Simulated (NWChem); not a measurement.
System: ScF₃; SMILES [F][Sc]([F])[F]

```xyz
4

Sc     0.0000     0.0000     0.0000
F      1.2894     1.2894     0.0000
F      0.4720    -1.7614     0.0000
F     -1.7614     0.4720     0.0000
```
Atoms are numbered in this order, from 1.

Computed with NWChem. Pople sets run with spherical d functions. Structure relaxed at the B3LYP/6-31G* (spherical d) level. Total energies compare along this basis series because the functional is fixed.

```tsv
level	basis functions	energy (Ha)	highest occupied level (eV)	orbital gap (eV)
PBE0/STO-3G	33	-1048.0656	-6.83	7.03
PBE0/3-21G	54	-1054.6614	-9.68	7.89
PBE0/6-31G*	76	-1059.9525	-10.50	8.46
PBE0/def2-TZVPD	168	-1060.1586	-11.25	8.71
PBE0/def2-QZVP	255	-1060.1894	-11.24	8.74
```
